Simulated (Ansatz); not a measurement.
Li2Te, relaxed as a quintet with UKS PBE-D4/def2-TZVP in Ansatz, starting from the PBE-D4/def2-TZVP geometry of the neutral singlet. Force threshold 0.02 eV/Å.

In the def2 sets Te takes a core potential; there is no spin–orbit coupling. At PBE-D4/def2-TZVP a singlet of charge 0 lies 4.87 eV below the quintet, each at its own geometry. The structure comes from a short search, and lower isomers may exist.

Start:

```xyz
3

Li    0.152   -1.799    0.660
Li   -0.966    1.262   -1.081
Te    0.814    0.537    0.421
```

Task: Estimate the energy that the relaxation releases and the steps that it takes.

Result: 36.0 kcal/mol, in 15 steps; 16 s on 4 threads of Arm Neoverse V2 on a shared host. The force fell under the threshold at step 14, but the optimiser went on and released 0.002 eV more. No frequencies were taken in this run, so the end may be a saddle point.

Task: Does the start keep its bonding and symmetry?

Result: Bonds lost: Li1–Te3, Li2–Te3 (atoms count from 1). Point group C2v at the start, D∞h at the end, both within 0.05 Å; within 0.015 Å the end is C∞v.

Task: Predict the relaxed structure.

Result: 
Cartesian coordinates in Å:
```
Li 1.0719 -2.9164 1.6633
Li -1.0621 2.9228 -1.6583
Te -0.0097 -0.0064 -0.0050
```
Bond lengths (bridged metal pairs left out): .
